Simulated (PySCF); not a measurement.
One of the candidates below gave these computed data.

All candidates are C6H11Cl.

- UV, first state: lowest singlet excitation: 5.97 eV (208 nm, f = 0.244) [TDDFT CAM-B3LYP/def2-SVPD]
- Polarisability: 88.2 au [CAM-B3LYP/def2-SVPD]
- NMR, other nuclei: isotropic shieldings of nuclei other than C and H, by class: 838 (1 Cl) ppm [GIAO PBE0/pcSseg-1]
- Rotational structure: rotational constants A, B, C: 3.093, 1.399, 1.089 GHz [GFN2-xTB]
- 13C NMR: chemical shifts (computed TMS as zero) by class: 143.0 (1 C), 134.3 (1 C), 52.4 (1 C), 24.0 (1 C), 22.4 (1 C), 20.5 (1 C) ppm [GIAO PBE0/pcSseg-1]
- 1H NMR: chemical shifts (computed TMS as zero) by class: 3.99 (2 H), 1.98 (3 H), 1.86 (3 H), 1.85 (3 H) ppm [GIAO PBE0/pcSseg-1]

The electronic properties come from PySCF, for the isolated species, density fitting. Levels stand in brackets. One conformer (not necessarily the lowest) at the GFN2-xTB geometry, without solvent, vibrations or thermal averaging. NMR values are class means; diastereotopic atoms form classes of their own.

Problem. Which candidate is it?
A. `C=CCCCCCl`
B. `CC(C)=C(C)CCl`
C. `ClC1CCCCC1`

Solution. B. It is `CC(C)=C(C)CCl`. Numbering: `[CH3:1][C:2]([CH3:3])=[C:4]([CH3:5])[CH2:6][Cl:7]`. Its formula, C6H11Cl, gives 1 degree of unsaturation: 0 rings and 1 π bond in the structure found. 6 carbons fall into 6 classes; from least to most shielded: fully substituted alkene carbon [C2] (143.0 ppm), fully substituted alkene carbon [C4] (134.3 ppm), sp3 C–Cl carbon [C6] (52.4 ppm), allylic carbon [C1] (24.0 ppm), allylic carbon [C3] (22.4 ppm), allylic carbon [C5] (20.5 ppm). Hydrogen classes from least to most shielded: 2 H on an sp3 C–Cl carbon, C6 (3.99 ppm, a mean of values up to 0.5 ppm apart in this geometry), 3 H on an allylic carbon, C3 (1.98 ppm, a mean of values up to 0.9 ppm apart in this geometry), 3 H on an allylic carbon, C1 (1.86 ppm, a mean of values up to 0.6 ppm apart in this geometry), 3 H on an allylic carbon, C5 (1.85 ppm). The other shieldings belong to: 838 ppm, alkyl chlorine [Cl7]. The optimised geometry has point group C1 and is an asymmetric top.

The others, at the same levels:
- `ClC1CCCCC1` fails: its computed lowest singlet excitation is 7.39 eV (168 nm, f = 0.003) (against 5.97 eV), static isotropic polarisability is 80.8 au (against 88.2 au) and rotational constant A is 3.241 GHz (against 3.093 GHz).
- `C=CCCCCCl` fails: its computed 13C shifts are 148.6 (1 C), 123.3 (1 C), 52.7 (1 C), 39.3 (1 C), 35.8 (1 C), 29.6 (1 C) ppm, 1H shifts are 6.00 (1 H), 5.40 (1 H), 5.33 (1 H), 3.62 (2 H), 2.24 (2 H), 1.60 (2 H), 1.56 (2 H) ppm and rotational constant A is 6.218 GHz (against 3.093 GHz).

Each candidate is one conformer, not necessarily the lowest. The conformers computed, where there is a choice (atom-mapped SMILES and torsion angles):
- `[CH3:1][C:2]([CH3:3])=[C:4]([CH3:5])[CH2:6][Cl:7]`: C2–C4–C6–Cl7 -86°
- `[CH2:1]=[CH:2][CH2:3][CH2:4][CH2:5][CH2:6][Cl:7]`: C1–C2–C3–C4 119°, C2–C3–C4–C5 -64°, C3–C4–C5–C6 178°, C4–C5–C6–Cl7 66°

The conformers of `ClC1CCCCC1` aren't listed.
